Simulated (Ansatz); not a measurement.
Cost and result for the atomization energy of `C[O][SnH2][S]C` (13 atoms, 12 bonds).

```xyz
13

C     0.6120    1.8467    1.2197
O     0.8175    0.9818    0.1342
Sn    0.9253   -0.9622    0.4364
S     0.1920   -1.8896   -1.6215
C    -1.4032   -1.0250   -1.7577
H     1.5196    1.9784    1.8249
H     0.3272    2.8290    0.8300
H    -0.1925    1.5097    1.8902
H    -0.1571   -1.2541    1.7326
H     2.5363   -1.4303    0.7382
H    -1.2639    0.0541   -1.7118
H    -2.0990   -1.3485   -0.9835
H    -1.8142   -1.2902   -2.7317
```

Charge 0, multiplicity 1. Correlated methods include outer-core shells of Sn, which these sets cover unevenly. Sn: def2 effective core potential. The structure was optimised at the PBE0-D4/def2-TZVP level. It is one conformer, not always the lowest. Program: Ansatz. All runs use 2 threads of an AMD EPYC 7R13 on a shared host and a share of an NVIDIA H100 80 GB. Times are those of one run each, without the atoms' runs, and a repeat can differ threefold. Electronic energies, without spin–orbit coupling; frozen cores. CCSD(T)/CBS adds CCSD(T) − MP2 in def2-TZVPP to the MP2 limit, and its time is that of the two runs behind it. T1 = 0.013. With those shells the extrapolation isn't a true limit. B3LYP takes the VWN-RPA correlation (the form of Gaussian; ORCA's B3LYP/G).

CCSD(T)/CBS is a level of theory with its own doubt, some kJ/mol a heavy atom from the limit and from the frozen cores, so smaller differences don't rank the functionals.

```json
{"level": "PBE-D4/def2-TZVPP (with forces)", "functions": "297", "wall time": "4.5 s"}
{"level": "ωB97X-V/def2-TZVPP", "functions": "297", "wall time": "4.7 s"}
{"level": "r2SCAN-D4/def2-TZVPP (with forces)", "functions": "297", "wall time": "5 s"}
{"level": "PBE0-D4/def2-TZVPP", "functions": "297", "wall time": "5.5 s"}
{"level": "B3LYP-D4/def2-TZVPP (with forces)", "functions": "297", "wall time": "8 s"}
{"level": "ωB97M-V/def2-TZVPP (with forces)", "functions": "297", "wall time": "8 s"}
{"level": "B2PLYP/def2-TZVPP", "functions": "297", "wall time": "9 s"}
{"level": "CCSD(T)/def2-TZVPP", "functions": "297", "wall time": "9.5 s"}
{"level": "MP2/def2-QZVPP", "functions": "563", "wall time": "13 s"}
{"level": "CCSD(T)/CBS(def2)", "functions": "–", "wall time": "23 s"}
```

Question: What atomization energy does each give, and how far from CCSD(T)/CBS? (Best estimate.)

Answer: Ansatz gave: 
```json
{"level": "PBE-D4/def2-TZVPP (with forces)", "atomization (kcal/mol)": "1053.2", "difference from CCSD(T)/CBS": "9.0", "per bond": "0.8"}
{"level": "ωB97X-V/def2-TZVPP", "atomization (kcal/mol)": "1044.3", "difference from CCSD(T)/CBS": "0.1", "per bond": "0.0"}
{"level": "r2SCAN-D4/def2-TZVPP (with forces)", "atomization (kcal/mol)": "1039.9", "difference from CCSD(T)/CBS": "-4.3", "per bond": "-0.4"}
{"level": "PBE0-D4/def2-TZVPP", "atomization (kcal/mol)": "1036.0", "difference from CCSD(T)/CBS": "-8.2", "per bond": "-0.7"}
{"level": "B3LYP-D4/def2-TZVPP (with forces)", "atomization (kcal/mol)": "1035.8", "difference from CCSD(T)/CBS": "-8.4", "per bond": "-0.7"}
{"level": "ωB97M-V/def2-TZVPP (with forces)", "atomization (kcal/mol)": "1040.8", "difference from CCSD(T)/CBS": "-3.4", "per bond": "-0.3"}
{"level": "B2PLYP/def2-TZVPP", "atomization (kcal/mol)": "1023.2", "difference from CCSD(T)/CBS": "-21.0", "per bond": "-1.7"}
{"level": "CCSD(T)/def2-TZVPP", "atomization (kcal/mol)": "1014.3", "difference from CCSD(T)/CBS": "-29.9", "per bond": "-2.5"}
{"level": "MP2/def2-QZVPP", "atomization (kcal/mol)": "1037.9", "difference from CCSD(T)/CBS": "-6.3", "per bond": "-0.5"}
{"level": "CCSD(T)/CBS(def2)", "atomization (kcal/mol)": "1044.2", "difference from CCSD(T)/CBS": "0.0", "per bond": "0.0"}
```

From PBE to PBE0 (25 % exact exchange), in def2-TZVPP and without D4, the atomization energy moves by −16.3 kcal/mol: exact exchange takes away binding that semilocal exchange gives to molecules. The D4 term adds +11.2 kcal/mol with B3LYP and +5.9 kcal/mol with PBE0; it sums over pairs of atoms, weighted by their polarisabilities, and B3LYP, whose exchange is more repulsive, gets the larger term. In def2-TZVPP, CCSD(T) changes the Hartree–Fock value by +273.0 kcal/mol (the triples alone add +16.0 kcal/mol) and MP2 by +278.9 kcal/mol; breaking electron pairs costs correlation energy, which Hartree–Fock lacks.

Spin–orbit coupling would lower the free Sn atoms strongly, and the atomization energy with them, by more than many differences here. For some Ge, Se and Sn compounds the MP2-based and the directly extrapolated limit differ by 10 to 25 kJ/mol.
